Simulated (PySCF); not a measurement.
## Working out the excitation energy of He

He 1s2 (1S) → He 1s1 2p1 (3P). All numbers are calculated (PySCF 2.14, no relativity, point nucleus, in dyall-acv3z (10s3p2d, 29 functions)). Frozen: nothing; the 4 highest virtual orbitals dropped. Energies in hartree (1 hartree = 27.21139 eV):

```
             part  He (lower)  He (upper)
              UHF   -2.861661   -2.004388
MP2 opposite-spin   -0.034143    0.000000
    MP2 same-spin    0.000000   -0.003158
```

Q: What does Hartree-Fock give?

A: (-2.004388) − (-2.861661) = 0.857273 hartree = 23.328 eV.

Q: What do MP2 and SCS-MP2 (6/5 opposite-spin, 1/3 same-spin) give?

A: The opposite-spin parts differ by 0.929 eV and the same-spin parts by -0.086 eV. MP2: 23.328 + (0.929) + (-0.086) = 24.171 eV. SCS-MP2: 23.328 + 1.2 × (0.929) + (-0.086)/3 = 24.414 eV.

Measured between the centres of the two terms (NIST): 20.964 eV, so MP2 (valence) is off by 3.207 eV.

What remains against the reference includes basis incompleteness and correlation beyond second order.
